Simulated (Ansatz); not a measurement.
Ansatz (a first-principles code) input (B3LYP/6-31G*):

Ansatz 0.2 input:
```yaml
crystal:
  periodic: [false, false, false]
  atoms:
    - {symbol: C, position_ang: [-1.69516983, -0.80157911, -0.33139044]}
    - {symbol: C, position_ang: [-0.47561349, 0.00810272, -0.06309609]}
    - {symbol: C, position_ang: [-0.47068809, 1.45301965, -0.41825208]}
    - {symbol: C, position_ang: [0.81948685, -0.70535522, 0.08989597]}
    - {symbol: O, position_ang: [1.73869681, 0.08645184, 0.84513256]}
    - {symbol: H, position_ang: [-2.60064722, -0.26516685, -0.03614822]}
    - {symbol: H, position_ang: [-1.67555779, -1.75791631, 0.19622980]}
    - {symbol: H, position_ang: [-1.80966094, -1.03087530, -1.40384830]}
    - {symbol: H, position_ang: [-0.38915510, 1.59724945, -1.50894542]}
    - {symbol: H, position_ang: [0.36931258, 1.97223319, 0.04085937]}
    - {symbol: H, position_ang: [-1.39916548, 1.94000292, -0.11021969]}
    - {symbol: H, position_ang: [0.65231241, -1.67533249, 0.57625570]}
    - {symbol: H, position_ang: [1.25300964, -0.91975743, -0.90657597]}
    - {symbol: H, position_ang: [2.62188484, -0.27717995, 0.72838816]}
basis:
  gaussian:
    orbitals: 6-31G*
hamiltonian:
  xc: {name: B3LYP}
magnetization: {spin_polarized: true, initial_magnetization: 1}
relax: {f_tol: 0.003, max_steps: 120}
```

Output:

```
Functional definition: B3LYP
integrals: 0.05 GiB planned
1108 factors; integrals over basis functions are off by at most 4.2e-4 eV
mean field: 0.55 GiB planned
mean field evaluation 1: about -6331.7503 eV, gradient 4.4e1 eV
mean field evaluation 2: about -6327.5399 eV, gradient 5.4e1 eV
mean field evaluation 4: about -6340.2138 eV, gradient 2.1e0 eV
mean field evaluation 8: about -6340.2476 eV, gradient 1.8e-1 eV
mean field evaluation 16: about -6340.2478 eV, gradient 9.9e-5 eV
mean field -6340.24779395 eV, -232.9998088535 hartree, gradient 4.9e-5 eV, S^2 0.753907; 0 other end points of the search recorded, 0 dependent functions left out
the calculation of the forces begins
reference -6340.24800362 eV, -232.9998165585 hartree; 21, 20 occupied and 72, 73 virtual orbitals, 1108 factors
relax step   1: F+E_penalty+E_count = -6340.24779395 eV  Δ(F+E_penalty+E_count) = +0.000e0 eV  max|allowed force component| = 3.248e-1 eV/Å  Δτ_max = 0.0000 Å  (28 SCF iters, accepted)
these checks for a lower state are left out or cut short: starts, cluster_reference, orbital_swaps, neighbouring_geometries, increment
integrals: 0.05 GiB planned
1108 factors; integrals over basis functions are off by at most 4.2e-4 eV
mean field: 0.55 GiB planned
mean field -6340.25586669 eV, -233.0001055210 hartree, gradient 1.4e-5 eV, S^2 0.753962; 0 other end points of the search recorded, 0 dependent functions left out
the calculation of the forces begins
reference -6340.25607660 eV, -233.0001132350 hartree; 21, 20 occupied and 72, 73 virtual orbitals, 1108 factors
relax step   2: F+E_penalty+E_count = -6340.25586669 eV  Δ(F+E_penalty+E_count) = -8.073e-3 eV  max|allowed force component| = 1.286e-1 eV/Å  Δτ_max = 0.0162 Å  (26 SCF iters, accepted)
these checks for a lower state are left out or cut short: starts, cluster_reference, orbital_swaps, neighbouring_geometries, increment
integrals: 0.05 GiB planned
1108 factors; integrals over basis functions are off by at most 4.2e-4 eV
mean field: 0.56 GiB planned
mean field -6340.25685128 eV, -233.0001417040 hartree, gradient 1.7e-5 eV, S^2 0.753991; 0 other end points of the search recorded, 0 dependent functions left out
the calculation of the forces begins
reference -6340.25706126 eV, -233.0001494207 hartree; 21, 20 occupied and 72, 73 virtual orbitals, 1108 factors
relax step   3: F+E_penalty+E_count = -6340.25685128 eV  Δ(F+E_penalty+E_count) = -9.846e-4 eV  max|allowed force component| = 1.399e-2 eV/Å  Δτ_max = 0.0095 Å  (26 SCF iters, accepted)
these checks for a lower state are left out or cut short: starts, cluster_reference, orbital_swaps, neighbouring_geometries, increment
integrals: 0.05 GiB planned
1108 factors; integrals over basis functions are off by at most 4.2e-4 eV
mean field: 0.55 GiB planned
mean field evaluation 32: about -6340.2568 eV, gradient 9.3e-2 eV
mean field -6340.25687380 eV, -233.0001425318 hartree, gradient 1.3e-5 eV, S^2 0.753992; 0 other end points of the search recorded, 0 dependent functions left out
the calculation of the forces begins
reference -6340.25708377 eV, -233.0001502480 hartree; 21, 20 occupied and 72, 73 virtual orbitals, 1108 factors
relax step   4: F+E_penalty+E_count = -6340.25687380 eV  Δ(F+E_penalty+E_count) = -2.253e-5 eV  max|allowed force component| = 3.041e-3 eV/Å  Δτ_max = 0.0023 Å  (23 SCF iters, accepted)
these checks for a lower state are left out or cut short: starts, cluster_reference, orbital_swaps, neighbouring_geometries, increment
integrals: 0.05 GiB planned
1108 factors; integrals over basis functions are off by at most 4.2e-4 eV
mean field: 0.55 GiB planned
mean field -6340.25689247 eV, -233.0001432178 hartree, gradient 8.7e-6 eV, S^2 0.753993; 0 other end points of the search recorded, 0 dependent functions left out
the calculation of the forces begins
reference -6340.25710244 eV, -233.0001509339 hartree; 21, 20 occupied and 72, 73 virtual orbitals, 1108 factors
relax step   5: F+E_penalty+E_count = -6340.25689247 eV  Δ(F+E_penalty+E_count) = -1.867e-5 eV  max|allowed force component| = 7.081e-3 eV/Å  Δτ_max = 0.0047 Å  (25 SCF iters, accepted)
these checks for a lower state are left out or cut short: starts, cluster_reference, orbital_swaps, neighbouring_geometries, increment
integrals: 0.05 GiB planned
1108 factors; integrals over basis functions are off by at most 4.2e-4 eV
mean field: 0.55 GiB planned
mean field -6340.25690299 eV, -233.0001436045 hartree, gradient 1.4e-5 eV, S^2 0.753992; 0 other end points of the search recorded, 0 dependent functions left out
the calculation of the forces begins
reference -6340.25711298 eV, -233.0001513213 hartree; 21, 20 occupied and 72, 73 virtual orbitals, 1108 factors
relax step   6: F+E_penalty+E_count = -6340.25690299 eV  Δ(F+E_penalty+E_count) = -1.052e-5 eV  max|allowed force component| = 4.619e-3 eV/Å  Δτ_max = 0.0050 Å  (24 SCF iters, accepted)
these checks for a lower state are left out or cut short: starts, cluster_reference, orbital_swaps, neighbouring_geometries, increment
integrals: 0.05 GiB planned
1108 factors; integrals over basis functions are off by at most 4.2e-4 eV
mean field: 0.55 GiB planned
mean field -6340.25690594 eV, -233.0001437129 hartree, gradient 8.8e-5 eV, S^2 0.753992; 0 other end points of the search recorded, 0 dependent functions left out
the calculation of the forces begins
reference -6340.25711595 eV, -233.0001514306 hartree; 21, 20 occupied and 72, 73 virtual orbitals, 1108 factors
relax step   7: F+E_penalty+E_count = -6340.25690594 eV  Δ(F+E_penalty+E_count) = -2.950e-6 eV  max|allowed force component| = 1.087e-3 eV/Å  Δτ_max = 0.0030 Å  (21 SCF iters, accepted)
integrals: 0.05 GiB planned
1108 factors; integrals over basis functions are off by at most 4.2e-4 eV
mean field: 0.55 GiB planned
mean field evaluation 64: about -6340.2569 eV, gradient 1.2e-2 eV
mean field -6340.25690594 eV, -233.0001437129 hartree, gradient 8.8e-5 eV, S^2 0.753992; 1 other end points of the search recorded, 0 dependent functions left out
the calculation of the forces begins
reference -6340.25711595 eV, -233.0001514306 hartree; 21, 20 occupied and 72, 73 virtual orbitals, 1108 factors
Total energy: -6340.25711595 eV, -233.0001514306 hartree
Atom 0 at    -1.701936    -0.807613    -0.338192 Å, force     0.001087    -0.000416     0.000594 eV/Å
Atom 1 at    -0.474301     0.006297    -0.075485 Å, force     0.000782     0.000984    -0.000380 eV/Å
Atom 2 at    -0.469984     1.461570    -0.421731 Å, force     0.000182    -0.000224     0.000570 eV/Å
Atom 3 at     0.829914    -0.706623     0.091520 Å, force    -0.001064    -0.000435     0.000420 eV/Å
Atom 4 at     1.739179     0.102562     0.839322 Å, force    -0.000428    -0.000717    -0.000461 eV/Å
Atom 5 at    -2.609635    -0.271368    -0.031950 Å, force     0.000143     0.000126     0.000099 eV/Å
Atom 6 at    -1.679596    -1.768245     0.191465 Å, force    -0.000387    -0.000455     0.000053 eV/Å
Atom 7 at    -1.830746    -1.039877    -1.412219 Å, force     0.000158     0.000093    -0.000413 eV/Å
Atom 8 at    -0.403257     1.623250    -1.514575 Å, force    -0.000043     0.000013    -0.000110 eV/Å
Atom 9 at     0.381678     1.972681     0.035035 Å, force    -0.000060     0.000342    -0.000118 eV/Å
Atom 10 at    -1.394714     1.953026    -0.092847 Å, force     0.000050     0.000272    -0.000073 eV/Å
Atom 11 at     0.660402    -1.676675     0.590016 Å, force     0.000025    -0.000338     0.000214 eV/Å
Atom 12 at     1.269594    -0.942099    -0.902246 Å, force    -0.000086    -0.000097    -0.000423 eV/Å
Atom 13 at     2.622446    -0.282989     0.740174 Å, force    -0.000359     0.000852     0.000028 eV/Å
Dipole moment:     0.104571    -0.243558    -0.204825 e Å
```

The geometry given is a B3LYP-D3(BJ)/def2-TZVP minimum.
